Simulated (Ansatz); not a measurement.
Steps of a relaxation of `O[SiH2][SiH2]S` with RKS PBE0-D4/def2-TZVP.

```sh
$ ansatz run in.yaml --threads 2 --pin off --events-out ev --progress --plain --max-ram 4352MiB
```

```yaml
crystal:
  periodic: [false, false, false]
  atoms:
    - {symbol: O, position_ang: [-1.696989, 0.619437, -0.879588]}
    - {symbol: Si, position_ang: [-0.898915, 0.789082, 0.594284]}
    - {symbol: Si, position_ang: [0.714391, -0.928726, 0.505750]}
    - {symbol: S, position_ang: [1.297091, -0.835511, -1.609456]}
    - {symbol: H, position_ang: [-1.091622, 0.238108, -1.553753]}
    - {symbol: H, position_ang: [-1.913818, 0.677647, 1.693764]}
    - {symbol: H, position_ang: [-0.176399, 2.110137, 0.738097]}
    - {symbol: H, position_ang: [0.109182, -2.300619, 0.620218]}
    - {symbol: H, position_ang: [1.915420, -0.839680, 1.410628]}
    - {symbol: H, position_ang: [1.824859, 0.418924, -1.516944]}
basis:
  gaussian: {orbitals: def2-TZVP}
hamiltonian: {xc: pbe0, dispersion: d4}
relax: {f_tol: 0.005, max_steps: 150}
```

Positions (Å) and forces (eV/Å) along the path, 8 of 8 steps:

```xyz
10
step=1 energy=-28726.4947 eV
O    -1.697    0.619   -0.880    0.922   -0.112    0.350
Si   -0.899    0.789    0.594   -0.310   -0.027   -0.514
Si    0.714   -0.929    0.506    0.095   -0.172   -0.174
S     1.297   -0.836   -1.609    0.149    0.398    0.438
H    -1.092    0.238   -1.554   -0.512    0.319    0.494
H    -1.914    0.678    1.694    0.196    0.019   -0.240
H    -0.176    2.110    0.738   -0.215   -0.280   -0.089
H     0.109   -2.301    0.620    0.133    0.288   -0.008
H     1.915   -0.840    1.411   -0.271    0.011   -0.213
H     1.825    0.419   -1.517   -0.187   -0.444   -0.042
10
step=2 energy=-28726.5389 eV
O    -1.740    0.674   -0.861    0.714   -0.224    0.227
Si   -0.890    0.763    0.578   -0.420    0.169   -0.313
Si    0.725   -0.937    0.503    0.045   -0.048   -0.202
S     1.345   -0.865   -1.580    0.056    0.133    0.123
H    -1.177    0.315   -1.569   -0.314    0.166    0.207
H    -1.886    0.650    1.676    0.061   -0.031   -0.015
H    -0.197    2.081    0.716    0.008   -0.084   -0.012
H     0.136   -2.299    0.639    0.041    0.069    0.000
H     1.909   -0.815    1.402   -0.113    0.028   -0.012
H     1.859    0.383   -1.501   -0.077   -0.178   -0.002
10
step=3 energy=-28726.5516 eV
O    -1.727    0.664   -0.845    0.288   -0.034    0.243
Si   -0.891    0.765    0.589   -0.282    0.008   -0.337
Si    0.716   -0.932    0.479    0.022    0.023   -0.014
S     1.359   -0.883   -1.583   -0.004   -0.011    0.002
H    -1.165    0.331   -1.555   -0.118    0.019   -0.055
H    -1.881    0.638    1.684   -0.006   -0.014    0.072
H    -0.203    2.079    0.715    0.059    0.046    0.048
H     0.140   -2.290    0.627   -0.023   -0.050    0.014
H     1.872   -0.781    1.397    0.046   -0.009    0.046
H     1.863    0.360   -1.504    0.018    0.021   -0.018
10
step=4 energy=-28726.5552 eV
O    -1.738    0.668   -0.843    0.201   -0.020    0.182
Si   -0.896    0.765    0.584   -0.166   -0.003   -0.181
Si    0.717   -0.930    0.478    0.001    0.044    0.010
S     1.367   -0.884   -1.581    0.000   -0.046   -0.032
H    -1.186    0.338   -1.561   -0.081    0.005   -0.082
H    -1.876    0.630    1.688   -0.004    0.001    0.042
H    -0.199    2.075    0.716    0.024    0.034    0.030
H     0.140   -2.288    0.630   -0.011   -0.039   -0.005
H     1.869   -0.779    1.404    0.029   -0.003    0.027
H     1.886    0.354   -1.512    0.006    0.027    0.010
10
step=5 energy=-28726.5582 eV
O    -1.746    0.671   -0.834    0.158   -0.034    0.054
Si   -0.892    0.765    0.583   -0.118   -0.028   -0.230
Si    0.720   -0.931    0.476    0.026    0.016   -0.012
S     1.400   -0.894   -1.577   -0.040   -0.045    0.028
H    -1.228    0.349   -1.582   -0.077    0.039    0.076
H    -1.865    0.628    1.693   -0.007    0.001    0.044
H    -0.195    2.076    0.713    0.023    0.031    0.029
H     0.140   -2.290    0.629   -0.001   -0.013   -0.014
H     1.861   -0.781    1.416    0.019   -0.004    0.018
H     1.888    0.355   -1.512    0.017    0.038    0.006
10
step=6 energy=-28726.5591 eV
O    -1.760    0.677   -0.832    0.030   -0.014   -0.031
Si   -0.896    0.766    0.571    0.015   -0.009    0.044
Si    0.726   -0.927    0.475   -0.028   -0.047   -0.008
S     1.405   -0.903   -1.575    0.007    0.015    0.031
H    -1.261    0.361   -1.592   -0.021    0.011    0.021
H    -1.853    0.623    1.697    0.003    0.007   -0.011
H    -0.194    2.076    0.713   -0.010   -0.004   -0.011
H     0.150   -2.289    0.619   -0.006    0.011    0.017
H     1.862   -0.777    1.426   -0.009    0.006   -0.017
H     1.905    0.342   -1.498    0.018    0.023   -0.037
10
step=7 energy=-28726.5598 eV
O    -1.756    0.672   -0.830   -0.012    0.004    0.006
Si   -0.894    0.765    0.574    0.003   -0.003    0.002
Si    0.723   -0.930    0.477    0.001    0.004   -0.001
S     1.410   -0.897   -1.571    0.003    0.003   -0.006
H    -1.258    0.356   -1.590    0.008   -0.003   -0.005
H    -1.854    0.629    1.698   -0.003    0.000    0.000
H    -0.194    2.075    0.709    0.003    0.002   -0.002
H     0.144   -2.291    0.618    0.000   -0.002    0.003
H     1.859   -0.782    1.426   -0.001   -0.002    0.003
H     1.903    0.352   -1.508   -0.002   -0.003    0.001
10
step=8 energy=-28726.5598 eV
O    -1.756    0.672   -0.830   -0.003    0.000    0.002
Si   -0.894    0.764    0.574    0.000   -0.001   -0.004
Si    0.724   -0.930    0.476   -0.001    0.001    0.000
S     1.410   -0.896   -1.572    0.001    0.002    0.001
H    -1.258    0.355   -1.590    0.002    0.000    0.000
H    -1.854    0.629    1.698    0.000    0.000    0.001
H    -0.193    2.075    0.708    0.001    0.001    0.000
H     0.144   -2.291    0.619    0.000   -0.001   -0.001
H     1.859   -0.783    1.427    0.001    0.000    0.001
H     1.902    0.353   -1.507   -0.001   -0.002    0.000
```

Run time 35 s (2 threads of an Arm Neoverse V2 on a shared host); peak host memory 0.44 GiB.
